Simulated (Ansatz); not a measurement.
Coupled-cluster run, `B[CH](Cl)[Zn][F]`.

```yaml
crystal:
  periodic: [false, false, false]
  atoms:
    - {symbol: B, position_ang: [0.214696, 0.555930, 0.979875]}
    - {symbol: C, position_ang: [0.201029, -0.785639, 0.330673]}
    - {symbol: Cl, position_ang: [1.648425, -1.581850, -0.300348]}
    - {symbol: Zn, position_ang: [-0.557004, 0.221958, -1.241506]}
    - {symbol: F, position_ang: [-1.192299, 0.854603, -2.740872]}
    - {symbol: H, position_ang: [-0.820193, 0.927041, 1.464703]}
    - {symbol: H, position_ang: [1.162215, 1.282264, 0.911409]}
    - {symbol: H, position_ang: [-0.564869, -1.531507, 0.540165]}
basis:
  gaussian: {orbitals: def2-TZVPP}
correlation: {method: ccsd_t, frozen_orbitals: {B: 1, C: 1, Cl: 5, F: 1, H: 0, Zn: 9}}
```

```sh
$ ansatz run in.yaml --threads 4 --pin off --events-out ev --progress --plain --max-ram 10444MiB
```

Log, shortened:

```
Functional definition: HF
1517 factors; integrals over basis functions are off by at most 1.1e-3 eV
mean field evaluation 1: about -65334.3485 eV, gradient 3.9e1 eV
mean field evaluation 2: about -65334.6702 eV, gradient 3.9e1 eV
mean field evaluation 4: about -65337.9514 eV, gradient 4.9e0 eV
mean field evaluation 8: about -65338.0301 eV, gradient 8.0e-1 eV
mean field evaluation 16: about -65338.0326 eV, gradient 1.8e-6 eV
mean field -65338.03257602 eV, -2401.1284094596 hartree, gradient 1.8e-6 eV, S^2 0.000000; 0 other end points of the search recorded, 0 dependent functions left out
17 core orbitals not correlated: weight in the atoms' cores, before any rotation towards them, 1.000 or more for the frozen orbitals, at most 0.000 for the correlated occupied ones
reference -65338.03257602 eV, -2401.1284094596 hartree; 18, 18 occupied and 206, 206 virtual orbitals, 1517 factors
second order -33.31772300 eV of doubles, -0.00000000 eV of singles
cycle   1  -31.83098064 eV  change     1.5e0 eV  update   1.5e-1
cycle   2  -32.70974100 eV  change   -8.8e-1 eV  update   5.5e-2
cycle   3  -32.91867987 eV  change   -2.1e-1 eV  update   2.6e-2
cycle   4  -32.89009355 eV  change    2.9e-2 eV  update   8.5e-3
cycle   5  -32.87660177 eV  change    1.3e-2 eV  update   3.8e-3
cycle   6  -32.87921720 eV  change   -2.6e-3 eV  update   1.4e-3
cycle   7  -32.87979419 eV  change   -5.8e-4 eV  update   5.1e-4
cycle   8  -32.87914905 eV  change    6.5e-4 eV  update   2.2e-4
cycle   9  -32.87914790 eV  change    1.2e-6 eV  update   9.8e-5
cycle  10  -32.87934122 eV  change   -1.9e-4 eV  update   4.3e-5
cycle  11  -32.87923797 eV  change    1.0e-4 eV  update   2.0e-5
cycle  12  -32.87922900 eV  change    9.0e-6 eV  update   8.0e-6
perturbative correction -1.20715106 eV, -0.0443619830 hartree
Total energy: -65372.11895607 eV, -2402.3810608220 hartree
```

Run time 2.9 min (4 threads of an Arm Neoverse V2 on a shared host); peak host memory 4.6 GiB.

Correlation energy per correlated electron: -0.947 eV. T1 diagnostic: 0.0155.
